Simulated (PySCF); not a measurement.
C₆H₅F₅.
Cartesian coordinates in Å at the PBE0-D3(BJ)/def2-SVP level; atoms count from 1:
```
atom  x, y, z in Å
C1     2.741    0.535   -0.929
C2     1.549    0.073   -0.525
C3     0.926    0.519    0.711
C4    -0.264    0.157    1.219
C5    -1.238   -0.797    0.605
F6    -2.053   -1.290    1.562
F7    -0.634   -1.844    0.000
C8    -2.154   -0.147   -0.454
F9    -1.435    0.274   -1.491
F10   -3.054   -1.014   -0.891
F11   -2.787    0.895    0.074
H12    3.194    0.199   -1.865
H13    3.300    1.266   -0.337
H14    1.014   -0.655   -1.138
H15    1.506    1.244    1.294
H16   -0.618    0.598    2.153
```

The closed-shell ground state was solved at several levels (PySCF, density fitting, gas phase, non-relativistic).

| level | basis functions | HOMO (eV) | LUMO (eV) | gap (eV) | dipole (D) |
| --- | --- | --- | --- | --- | --- |
| wB97X-D/pcSseg-2 | 466 | -9.24 | -0.03 | 9.21 | 2.78 |
| B3LYP/pcJ-1 | 347 | -7.25 | -1.90 | 5.35 | 2.70 |
| PBE0/pcSseg-1 | 212 | -7.49 | -1.74 | 5.75 | 2.71 |

Q: Estimate the row for CAM-B3LYP/def2-SVPD, a basis of 275 functions; the other rows only guide the guess.

A: HOMO -8.77 eV, LUMO -0.71 eV, gap 8.06 eV, dipole 2.92 D.

Q: Over all these levels, which gives the widest orbital gap and which the narrowest?

A: wB97X-D/pcSseg-2 (range-separated hybrid) has the widest, 9.21 eV, and B3LYP/pcJ-1 (global hybrid, 20 % exact exchange) the narrowest, 5.35 eV. Functional and basis both differ between the two, so the spread mixes both effects.

Q: How far do the dipole and the HOMO energy spread over the levels?

A: The dipole runs from 2.70 to 2.92 D (mean 2.78 D) and the HOMO from -9.24 to -7.25 eV.

One conformer stands for the species.
